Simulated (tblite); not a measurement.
Start geometry of `C[Si](C)(C)O[SiH2]C(F)(F)F` from a force field or distance geometry (Å):
```
atom  x, y, z in Å
C1    -1.9806    1.3924    0.7280
Si2   -0.8816   -0.0284    0.1827
C3    -1.8754   -1.5887    0.5456
C4    -0.6567    0.1361   -1.6307
O5     0.5291   -0.1615    1.1130
Si6    1.8829    0.6620    0.5313
C7     3.1246   -0.5695   -0.1736
F8     4.2302    0.1608   -0.6343
F9     2.5613   -1.3200   -1.1558
F10    3.6151   -1.3756    0.8608
H11   -2.6562    1.6761   -0.1393
H12   -2.6159    1.0537    1.5668
H13   -1.3614    2.2414    1.0492
H14   -2.7129   -1.3725    1.2131
H15   -2.1816   -2.0992   -0.3812
H16   -1.2099   -2.3067    1.0962
H17   -1.0953    1.1121   -1.9473
H18   -1.2884   -0.6663   -2.1152
H19    0.3622    0.0222   -1.9838
H20    2.6130    1.3004    1.6782
H21    1.5887    1.7482   -0.4041
```

Problem. What comes out of this run: tblite, GFN2-xTB geometry optimisation, gas phase?

Solution. 
```
atom  x, y, z in Å
C1    -2.301    1.396    0.582
Si2   -1.000    0.156   -0.040
C3    -1.201   -1.574    0.720
C4    -0.852    0.122   -1.933
O5     0.444    0.771    0.539
Si6    2.004    0.864    0.834
C7     2.826   -0.669   -0.048
F8     4.167   -0.725    0.089
F9     2.593   -0.691   -1.380
F10    2.363   -1.852    0.416
H11   -3.298    1.105    0.270
H12   -2.301    1.461    1.665
H13   -2.113    2.392    0.194
H14   -1.249   -1.526    1.804
H15   -2.105   -2.063    0.371
H16   -0.361   -2.212    0.462
H17   -0.706    1.120   -2.336
H18   -1.743   -0.292   -2.395
H19   -0.005   -0.482   -2.247
H20    2.263    0.679    2.254
H21    2.566    2.037    0.180
```

The energy falls by 28.5 kcal/mol over 186 L-BFGS steps, the largest force on an atom goes from 2.78 to 0.010 eV/Å, and the atoms move by 0.878 Å rms after alignment. The bond that changes most is O5–Si6 (siloxane oxygen to oxygen-bound silicon), which shortens by 0.097 Å. Bonds longer at the end by more than 0.005 Å: 4 of 20; shorter: 15. Among the angles that change most is Si2–O5–Si6, from 116.1° to 158.8°. Among the dihedrals that turn most is Si2–O5–Si6–C7, from -107° to 3°. Rotational constants go from 1777, 501.1, 489.6 to 1619, 547.0, 519.8 MHz. The orientation of the end geometry is arbitrary; only internal coordinates are fixed.

The run took 2.0 s wall on Arm Neoverse V1, one thread, shared host.

Its lowest GFN2-xTB frequency is 11 cm⁻¹, too small to tell a flat minimum from a shallow saddle. The numbers are those of one conformer. 3 starts were optimised and ended at 0.00, 0.01 and 0.15 kcal/mol (GFN2-xTB); the lowest of these is shown.

These are computed values.
